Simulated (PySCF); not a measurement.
## Dipole response of V⁺ (vanadium, charge +1)

[Ar] 3d4, high-spin 5D determinant. Computed with PySCF 2.14 in aug-cc-pwCVTZ (10s9p7d4f3g, 127 functions), with the non-relativistic Hamiltonian (point nucleus). Coupled (time-dependent) response in atomic units; α is the mean over directions.

```json
{"method": "M06-2X", "mean α (bohr³)": "14.34", "α xx, yy, zz": "11.58, 11.58, 19.86", "C₆ (like pair)": "53.86", "S(−4)": "279.7"}
```

S(−4) is the Cauchy moment in α(ω) = α(0) + S(−4) ω² + …

α(iu) at M06-2X:

```
u (hartree)  α(iu) (bohr³)
          0          14.34
     0.0500          13.69
      0.100          12.19
      0.200          9.178
      0.300          7.203
      0.500          5.045
      0.750          3.638
       1.00          2.801
       1.50          1.839
       2.00          1.304
       3.00         0.7517
       5.00         0.3442
```

A single London oscillator, α(iu) = α/(1 + u²/ω²), gives C₆ = (3/4) ω α². Matching the computed C₆ needs ω = 4 × 53.86 / (3 × 14.34²) = 0.349 hartree.

For an ion, C₆ is the dispersion term alone; charge-induced terms of lower order in 1/R come first.

The components differ because the open shell of this determinant is not spherical; for a pure term their mean is the scalar polarisability.
